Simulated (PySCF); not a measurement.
**Ta²⁺ (tantalum, charge +2): UHF calculation**

Configuration: [Xe] 4f14 5d2 6s1, 6s spin antiparallel (an excited configuration). All numbers are calculated (PySCF 2.14, a scalar-relativistic core potential, in aug-cc-pVDZ-PP with ECP60MDF).

* Total energy: -55.937560 hartree
* One-electron energy: -86.9313 hartree
* Hartree (Coulomb) energy: 36.6236 hartree
* Exchange energy: -5.6298 hartree
* ⟨S²⟩: 1.7523
* ⟨L²⟩: 12.031
* Sum of ⟨r⟩: 17.01 bohr
* Sum of ⟨r²⟩: 33.00 bohr²

| shell | electrons | mean orbital energy (eV) | rms radius, mean of both spins (bohr) |
| --- | --- | --- | --- |
| 5s α | 1 | -105.64 | 1.19 |
| 5s β | 1 | -103.80 | 1.19 |
| 5p α | 3 | -67.496 | 1.39 |
| 5p β | 3 | -64.383 | 1.39 |
| 5d α | 2 | -26.174 | 2.03 |
| 6s β | 1 | -21.330 | 3.22 |

Energies and moments cover only the electrons outside the core potential. Spin-orbit coupling, absent here, splits the open shell strongly. With the s spin flipped the determinant is a mixture of two multiplicities, not a spectroscopic state.
